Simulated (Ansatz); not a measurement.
Molecule: sum formula AlO2H2, charge 1, multiplicity 1. It need not be the lowest isomer of its formula. 
Geometry from a B3LYP-D3(BJ)/def2-TZVP (Ansatz, a quantum-chemistry and plane-wave program) optimisation:
```
Al
O 1 1.6022
H 2 0.9583 1 154.23
O 1 1.6022 3 170.41 2 -180.00
H 4 0.9583 1 154.23 3 180.00
```
Charge +1, spin multiplicity 1.

Basis-set convergence of Hartree-Fock and CCSD(T) correlation energies (hartree) with Ansatz. Cores are frozen in the correlated levels unless marked. Spin-orbit coupling is left out. No relativistic terms.

```
basis            functions       E(HF)  E(corr, CCSD(T))  rough core time
---------------  ---------  ----------  ----------------  ---------------
aug-cc-pV(D+d)Z         96  -392.66733          -0.46720       under 20 s
aug-cc-pV(T+d)Z        193         [?]               [?]             30 s
```

**Question.** Complete the blanks.

**Answer.** 
- aug-cc-pV(T+d)Z, E(HF): -392.72153
- aug-cc-pV(T+d)Z, E(corr, CCSD(T)): -0.56822
